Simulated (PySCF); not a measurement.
CH₆O₂Si₂, SMILES O=C[SiH2]O[SiH3].

Geometry optimised at PBE-D3(BJ)/def2-SVP. Other conformers were not sampled.

All values below come from PySCF 2.14.0 with PBE-D3(BJ)/def2-SVP.

Frequencies are harmonic and unscaled.

```
mode  ν (cm⁻¹)  IR (km/mol)  moving atoms (share of kinetic energy)
----  --------  -----------  --------------------------------------
1           21          0.0                 O 63 %, Si 20 %, H 17 %
2           56          0.0                                  H 88 %
3           63          0.9                 O 44 %, Si 39 %, H 15 %
4           84          9.3                  O 42 %, H 28 %, C 24 %
5          144         11.0          O 42 %, Si 34 %, H 15 %, C 9 %
6          297          3.8                 O 58 %, C 21 %, Si 17 %
7          453         21.1                         H 85 %, Si 12 %
8          598          2.9                 Si 64 %, O 20 %, H 16 %
9          680         10.4                 C 55 %, Si 26 %, H 18 %
10         682          5.8                                  H 93 %
11         710         44.6                 H 80 %, Si 10 %, O 10 %
12         714         61.7                          H 82 %, O 12 %
13         848        357.8                         H 85 %, Si 13 %
14         865         19.0                          H 57 %, C 37 %
15         907        209.0                                  H 93 %
16         912         66.6                                  H 96 %
17         916         92.6                                  H 96 %
18         964        220.6                         H 83 %, Si 14 %
19        1059        402.0                  O 75 %, Si 17 %, H 8 %
20        1325         12.5                          H 81 %, C 12 %
21        1733        102.7                          C 57 %, O 42 %
22        2153         55.1                                  H 98 %
23        2162          0.2                                  H 96 %
24        2164        102.1                                  H 98 %
25        2167        245.9                                  H 96 %
26        2193        106.0                                  H 96 %
27        2715        163.1                                  H 92 %
```
